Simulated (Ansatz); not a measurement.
Two isomers of C3H7BS: A = `B/C=C(\C)S`, B = `B1CCCS1`.

Isolated molecules relaxed with PBE0-D4/def2-TZVP in Ansatz; ΔE leaves out vibrations. CCSD(T)/CBS adds triple-zeta CCSD(T) − MP2 to the extrapolated MP2 energy (def2 sets, frozen cores). DFT in def2-TZVPP. B3LYP here is the variant with VWN-RPA as its local correlation; programs differ in this. One conformer a species, not always the lowest.

Question: Which is lower in electronic energy at CCSD(T)/CBS, and by how much? (Estimate.)

Answer: Computed: B, by 179.8 kJ/mol.

Question: Give E(B) − E(A) in kJ/mol with PBE-D4, ωB97M-V, CCSD(T)/def2-TZVPP, r2SCAN-D4, B3LYP, HF/def2-TZVPP, PBE0-D4. (Estimate.)

Answer: The calculation gave: PBE-D4 -173.1, ωB97M-V -180.9, CCSD(T)/def2-TZVPP -179.5, r2SCAN-D4 -174.1, B3LYP -155.9, HF/def2-TZVPP -160.8, PBE0-D4 -187.3. None reverses the order clearly.

Largest T1 diagnostic: 0.013.

In def2-TZVPP, CCSD(T) changes the Hartree–Fock value by −18.7 kJ/mol (the triples alone add +1.2 kJ/mol) and MP2 by −25.3 kJ/mol. From PBE to PBE0 (25 % exact exchange), in def2-TZVPP and without D4, E(B) − E(A) moves by −14.6 kJ/mol.
